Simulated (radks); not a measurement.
Valence configurations of Tb2+ (all share [Xe]). All-electron calculation, Dirac Kohn-Sham, BLYP, spin-unpolarised, spherical densities, finite nucleus; open shells fill j = l - 1/2 first; Fermi nuclear charge, rms radius 5.06 fm. Program: a radial shooting solver on a logarithmic mesh with Libxc functionals. Energies are relative to 4f9; eigenvalues in eV.

valence      E (eV)  e(4f5/2)  e(4f7/2)  e(5d3/2)  e(6p1/2)  e(6s1/2)
4f9           0.000   -16.984   -16.199         -         -         -
4f8 6s1       4.785   -25.588   -24.741         -         -   -16.465
4f8 5d1       4.493   -22.931   -22.087   -15.326         -         -
4f7 5d1 6s1  15.012   -32.618   -31.712   -18.756         -   -17.148
4f8.5 6p0.5   3.561   -21.590   -20.774         -   -11.838         -
4f7 5d2      13.816   -29.768   -28.865   -16.849         -         -
4f6 5d3      28.766   -37.298         -   -18.342         -         -
4f8 6p1       9.025   -26.611   -25.764         -   -12.772         -

NIST lists [Xe] 4f9 as the ground configuration; this level of theory agrees among the configurations tried. The energies are those of spherical spin-averaged densities, not of single terms.
